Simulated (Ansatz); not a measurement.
**Worked example: SbH2(CH3) + C2H6GeSi → SbH(CH3)(SiH3) + C2H4Ge**

Species: SbH2(CH3), singlet; C2H6GeSi `[SiH3]C#[C][GeH3]`, singlet; SbH(CH3)(SiH3), singlet; C2H4Ge `C#[C][GeH3]`, singlet. The partners trade H for SiH3: Sb–H and C–SiH3 bonds give way to Sb–SiH3 and C–H.

Shapes, held fixed at every level: PBE0-D4/def2-TZVP. Programs: Ansatz 0.2.0. Electronic energies: no zero-point or thermal term.

At CCSD(T)/def2-TZVPP; 1 Eh = 2625.50 kJ/mol:

| species | energy (Eh) |
| --- | --- |
| SbH2(CH3) | -280.615213 |
| C2H6GeSi | -2444.271345 |
| SbH(CH3)(SiH3) | -570.881231 |
| C2H4Ge | -2154.002676 |

Question: Work out ΔE of the reaction at this level.

Answer: 
1. Products less reactants: (-570.881231) + (-2154.002676) − [(-280.615213) + (-2444.271345)] = 0.002651 Eh = +7.0 kJ/mol.

Other levels give -2.9 (PBE-D4/def2-TZVPP) to +7.9 kJ/mol (CCSD/def2-TZVPP). No measured value is set beside it here. For atoms past krypton def2 sets carry core potentials with scalar relativity. Relativity is left out for Ge. Outer-core shells of Ge, Sb are correlated in most correlated rows, in sets that cover them unevenly.
